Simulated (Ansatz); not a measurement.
`F[CH2][AlH2]` + `N=CF` → `N=[C](F)[AlH2]` + fluoromethane at 500 K and 1 bar (formal exchange of groups at the Al–C bond).

Gas-phase electronic energies from Ansatz, PBE0-D4/def2-TZVP geometries. CBS: MP2 limit from def2 TZ/QZ plus the TZ coupled-cluster correction, frozen cores. This one scheme is used for every species. One conformer a species, not always the lowest.

```json
{"species": "`F[CH2][AlH2]`", "CCSD(T)/CBS energy (Eh)": "-382.22364", "H − E (kJ/mol)": "142.2", "S (J/(mol·K))": "336.3"}
{"species": "`N=CF`", "CCSD(T)/CBS energy (Eh)": "-193.72220", "H − E (kJ/mol)": "108.9", "S (J/(mol·K))": "274.9"}
{"species": "`N=[C](F)[AlH2]`", "CCSD(T)/CBS energy (Eh)": "-436.32212", "H − E (kJ/mol)": "131.4", "S (J/(mol·K))": "357.7"}
{"species": "`CF`", "CCSD(T)/CBS energy (Eh)": "-139.63461", "H − E (kJ/mol)": "122.2", "S (J/(mol·K))": "244.8"}
```

H − E and S are ideal-gas, rigid-rotor, harmonic terms from PBE0-D4/def2-TZVP, for one conformer and one mirror image of each species. 1 Eh = 2625.50 kJ/mol, R = 8.31446 J/(mol·K).

Task: By hand: ΔE, ΔH, ΔS and ΔG.

Result: ΔE = (-436.32212) + (-139.63461) − (-382.22364) − (-193.72220) = -0.01089 Eh = -28.6 kJ/mol. Δ(H − E) = 131.4 + 122.2 − 142.2 − 108.9 = 2.5, so ΔH = -26.1 kJ/mol. ΔS = 357.7 + 244.8 − 336.3 − 274.9 = -8.7 J/(mol·K). ΔG = -26.1 − 500 × (-8.7)/1000 = -21.8 kJ/mol.

Task: By hand: the equilibrium constant, and the temperature at which ΔG would vanish if ΔH and ΔS stayed fixed.

Result: log₁₀ K = −ΔG/(RT ln 10) = 2.3. ΔG = 0 at ΔH/ΔS = 3000 K, far beyond where these terms or the molecules hold.

The number of gas molecules stays the same, so ΔS is small and ΔH decides. A doubt of 5 kJ/mol in ΔE shifts log₁₀ K by 0.5 here. Other conformers and mirror images would add mixing entropy, several J/(mol·K) or more a flexible species. These are equilibria of isolated gas molecules and say nothing of rates. Largest T1 diagnostic: 0.014 (customary marks: 0.02 for closed shells, 0.045 for open ones).
